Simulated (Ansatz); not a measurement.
`C/C=C(\O)F` + `[Cl][GeH3]` → `[CH3][GeH2][Cl]` + `C=C(O)F` at 500 K and 1 bar (formal exchange of groups at a C–C bond).

Gas-phase electronic energies from Ansatz, PBE0-D4/def2-TZVP geometries. CCSD(T)/CBS adds triple-zeta CCSD(T) − MP2 to the extrapolated MP2 energy (def2 sets, frozen cores). For Ge outer-core shells are correlated without core-valence functions, which leaves a few kJ/mol of doubt a bond. Scalar relativity is left out up to krypton. One conformer a species, not always the lowest.

| species | CCSD(T)/CBS energy (Eh) | H − E (kJ/mol) | S (J/(mol·K)) |
| --- | --- | --- | --- |
| `C/C=C(\O)F` | -292.10551 | 242.2 | 371.8 |
| `[Cl][GeH3]` | -2537.71925 | 89.2 | 296.4 |
| `[CH3][GeH2][Cl]` | -2576.99593 | 176.8 | 361.6 |
| `C=C(O)F` | -252.84296 | 158.1 | 325.5 |

H − E and S are ideal-gas, rigid-rotor, harmonic terms from PBE0-D4/def2-TZVP, for one conformer and one mirror image of each species. 1 Eh = 2625.50 kJ/mol, R = 8.31446 J/(mol·K).

**Question.** By hand: ΔE, ΔH, ΔS and ΔG.

**Answer.** ΔE = (-2576.99593) + (-252.84296) − (-292.10551) − (-2537.71925) = -0.01413 Eh = -37.1 kJ/mol. Δ(H − E) = 176.8 + 158.1 − 242.2 − 89.2 = 3.5, so ΔH = -33.6 kJ/mol. ΔS = 361.6 + 325.5 − 371.8 − 296.4 = 18.9 J/(mol·K). ΔG = -33.6 − 500 × (18.9)/1000 = -43.0 kJ/mol.

**Question.** By hand: the equilibrium constant, and the temperature at which ΔG would vanish if ΔH and ΔS stayed fixed.

**Answer.** log₁₀ K = −ΔG/(RT ln 10) = 4.5. ΔH and −TΔS have one sign here, so there is no such temperature.

ΔH outweighs TΔS. A doubt of 5 kJ/mol in ΔE shifts log₁₀ K by 0.5 here. Other conformers and mirror images would add mixing entropy, several J/(mol·K) or more a flexible species. These are equilibria of isolated gas molecules and say nothing of rates. Largest T1 diagnostic: 0.012 (customary marks: 0.02 for closed shells, 0.045 for open ones).
